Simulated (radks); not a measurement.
The numbers below are computed, except where a source is named.
Initial-state core-level shifts of the silver ion Ag+ when its valence configuration changes from [Kr] 4d10. Code: a radial shooting solver on a logarithmic mesh with Libxc functionals. Model: scalar-relativistic Kohn-Sham, PBE, spin-polarised, spherical densities, finite nucleus; open shells are filled with parallel spins first (spin-orbit coupling, left out, can overturn this in heavy ions); Fermi nuclear charge, rms radius 4.5454 fm. Shifts are changes of the shell-averaged eigenvalues in eV (positive: less bound); the change of the density at the nucleus, which sets a Mossbauer isomer shift, is in e/bohr^3, on a base of 1.494e+05.

| valence | 1s | 3s | 3p | 4s | density at nucleus |
|---|---|---|---|---|---|
| 4d9.5 5s0.5 | -2.281 | -2.365 | -2.365 | -2.202 | +12.99 |
| 4d9 5s1 | -4.658 | -4.829 | -4.829 | -4.461 | +27.94 |
| 4d8 5s2 | -9.845 | -10.181 | -10.182 | -9.274 | +62.10 |
| 4d8 5p2 | -12.562 | -12.882 | -12.882 | -11.994 | +6.94 |
| 4d9.5 5p0.5 | -3.075 | -3.147 | -3.147 | -3.004 | +1.26 |
| 4d9 5s0.5 5p0.5 | -5.434 | -5.594 | -5.594 | -5.243 | +15.59 |
| 4d9 5p1 | -6.191 | -6.341 | -6.341 | -6.005 | +2.85 |
